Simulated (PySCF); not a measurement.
Species: C₅H₁₆Si₂.
SMILES with atom numbers: `[CH3:1][CH2:2][C:3]([SiH3:4])([SiH3:5])[CH2:6][CH3:7]` (hydrogens: H8, H9, H10 on C1; H11, H12 on C2; H13, H14, H15 on Si4; H16, H17, H18 on Si5; H19, H20 on C6; H21, H22, H23 on C7)

All values: PBE0/pcSseg-1 (PySCF, non-relativistic), on one gas-phase PBE0-D3(BJ)/def2-SVP geometry that isn't relaxed in the solvent. The solvent is an IEF-PCM continuum (cavity from Bondi-type radii × 1.2). Specific hydrogen bonds and non-electrostatic terms are outside this model.

Gas phase at PBE0/pcSseg-1: HOMO -7.82 eV, LUMO 0.63 eV, dipole 1.13 D.

Problem. What does the continuum do to the energy, the frontier levels and the dipole at PBE0/pcSseg-1 in acetonitrile and dimethylsulfoxide?

Solution. 
```
          solvent      ε  E(solvent) − E(gas) (kcal/mol)  polarisation term (kcal/mol)  distortion of the solute (kcal/mol)  HOMO (eV)  LUMO (eV)  dipole (D)
     acetonitrile  35.69                           -0.87                         -0.95                                 0.08      -7.68       0.73        1.49
dimethylsulfoxide  46.83                           -0.88                         -0.96                                 0.08      -7.68       0.73        1.50
```

The polarisation term is half the interaction of the solute with the surface charges that it induces; the rest is the cost of distorting the solute's density. The sum is the electrostatic part of solvation alone. From acetonitrile to dimethylsulfoxide the lowering changes by a factor 1.01, Onsager's factor (ε − 1)/(2ε + 1) by 1.01 and ε itself by 1.3.

Problem. Which radius a makes the point-dipole formula ΔE = −[(ε − 1)/(2ε + 1)]·μ²/a³ give the value in dimethylsulfoxide, with the gas-phase dipole?

Solution. μ = 0.446 au and |ΔE| = 0.00140 Eh give a = 2.17 Å; the farthest nucleus lies 3.51 Å from the centroid of the nuclei, so such a sphere wouldn't even hold the nuclei. The formula assumes a rigid point dipole at the centre of a sphere.

Hardware: Intel Xeon at 2.50 GHz, one thread (shared host). Cost: 2.2 min wall, 1.2 GiB resident at most. This is the whole shielding run at PBE0/pcSseg-1 in dimethylsulfoxide, SCF included.

The values belong to the conformer `[CH3:1][CH2:2][C:3]([SiH3:4])([SiH3:5])[CH2:6][CH3:7]`: C1–C2–C3–Si4 -60°, C2–C3–C6–C7 177°.
